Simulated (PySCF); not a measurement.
# Electron correlation in Be²⁺ (beryllium, charge +2)

1s2, closed-shell 1S. All numbers are calculated (PySCF 2.14, the spin-free X2C one-electron Hamiltonian (Gaussian nucleus), in jorge-DZP-DKH (4s2p1d, 15 functions)). Frozen: nothing; 2 electrons correlated.

Total MP2 correlation energy: -12.62 mhartree.

Same-spin part 0.00 and opposite-spin part -12.62 mhartree; SCS-MP2 scales them by 1/3 and 6/5 to -15.14 mhartree.

With two correlated electrons CCSD is exact within the correlated space (frozen core and kept virtual orbitals).

```
level  correlation energy (mhartree)
 CCSD                         -14.38
```

Diagnostics: T1 = 0.00062, D1 = 0.0009, largest double amplitude 0.022.

Question: Is a single reference adequate?

Answer: Yes: T1 lies below 0.03 and no double amplitude reaches 0.07.
